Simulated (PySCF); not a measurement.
A run for PySCF: R-B3LYP/6-31G* on CH5NSi (SMILES C[Si]N), a point of a torsion scan.

```python
from pyscf import gto, scf, dft, mp
from pyscf.data.elements import chemcore

mol = gto.M(
    atom='''
    C     1.18753691   -0.15136707    0.11259406
    Si   -0.08384999    1.15248349    0.72596706
    N    -1.43913475    0.12442811    0.95034960
    H     1.27612344   -0.11314570   -0.97324623
    H     2.17830914    0.05870948    0.51351382
    H     0.93148224   -1.17589399    0.38791608
    H    -1.45630612   -0.87136546    0.77008036
    H    -2.33596146    0.46192966    1.25561233
    ''',
    basis='6-31g*',
    cart=True,
    charge=0, spin=0, verbose=3, max_memory=1800)
mf = dft.RKS(mol, xc='b3lyp')
mf.conv_tol = 1e-8
mf.max_cycle = 100
mf.kernel()
if not mf.converged:
    mf = mf.newton().run(mf.mo_coeff, mf.mo_occ)
```

Output:

```
converged SCF energy = -385.354529455352
```

Self-consistency was reached.

Cost: about 7 core-seconds (a rough figure).
